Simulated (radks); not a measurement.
Question: The table gives one normalised radial function P(r) = r R(r) of O3+ in [He] 2s1.75 2p1 3d0.25 (r in bohr). Method: scalar-relativistic Kohn-Sham, BLYP, spin-polarised, spherical densities, finite nucleus; open shells are filled with parallel spins first; Fermi nuclear charge, rms radius 2.6991 fm; computed with a radial shooting solver on a logarithmic mesh with Libxc functionals.

r         P
0.01249  0.4907
0.01408  0.5461
0.01575  0.6026
0.01761  0.6639
0.01986  0.7350
0.02221  0.8067
0.02484  0.8833
0.02801  0.9708
0.03133  1.0573
0.03505  1.1479
0.03951  1.2487
0.0442   1.3454
0.04983  1.4503
0.05574  1.5477
0.06234  1.6426
0.07029  1.7391
0.07862  1.8215
0.08794  1.8933
0.09915  1.9551
0.1109   1.9951
0.124    2.0147
0.1399   2.0098
0.1564   1.9784
0.1764   1.9143
0.1973   1.8256
0.2207   1.7099
0.2488   1.5592
0.2783   1.3978
0.3113   1.2224
0.3509   1.0269
0.3925   0.8453
0.4426   0.6608
0.495    0.5048
0.5537   0.3697
0.6243   0.2512
0.6983   0.1658
0.781    0.1031
0.8806   0.0575
0.985    0.0309
1.102    0.0153
1.242    0.0065
1.389    0.0026
1.567    0.0009
1.752    0.0003
1.96     0.0001
2.21     0.0000
2.472    0.0000
2.765    0.0000
3.117    0.0000
3.486    0.0000
3.9      0.0000
4.397    0.0000
4.918    0.0000
5.545    0.0000
6.202    0.0000
6.937    0.0000
7.822    0.0000
8.748    0.0000

Which n and l does it have? It may be an empty orbital.

Answer: n = 1, l = 0: the number of nodes gives n - l - 1 = 0, the rise at small r (about r^(l+1)) gives l, and the extent must fit the shell. The curve is that of 1s up; the table hardly tells the two spins apart. 1s up: eigenvalue -592.66 eV, 0 radial nodes, <r> = 0.199 bohr, 90 % of the charge inside 0.357 bohr.
